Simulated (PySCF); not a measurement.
F3Sc, SMILES [Sc-]([F])([F])[F] (connectivity only; charge and spin as stated), charge -1, multiplicity 2. Atoms are numbered in the order given.

```xyz
4

Sc     0.0000     0.0000     0.0000
F      1.9245     0.0000     0.0000
F     -0.9623     1.6667     0.0000
F     -0.9623    -1.6667     0.0000
```
Charge -1, spin multiplicity 2.

Geometry: B3LYP-D3(BJ)/def2-SVPD. A frequency run showed that this geometry is not a minimum. The multiplicity is an assumed one; other spin states were not compared.

Calculation: PBE/def2-TZVPD (PySCF).

Mulliken values depend strongly on the basis, most of all with diffuse functions as here. ESP charges are fitted to the potential on shells at 1.4 to 2.0 van der Waals radii. Atomic charges (e):

```tsv
atom	meta-Löwdin	Mulliken	ESP fit	Mulliken spin
Sc1	[?]	0.91	0.35	1.19
F2	[?]	-0.64	-0.45	-0.06
F3	[?]	-0.63	-0.45	-0.06
F4	[?]	-0.64	-0.45	-0.06
```

Some entries are withheld; supply them. (An estimate is asked for; the answer gives what the named calculation found.)


- Sc1, meta-Löwdin: 0.82
- F2, meta-Löwdin: -0.61
- F3, meta-Löwdin: -0.61
- F4, meta-Löwdin: -0.61
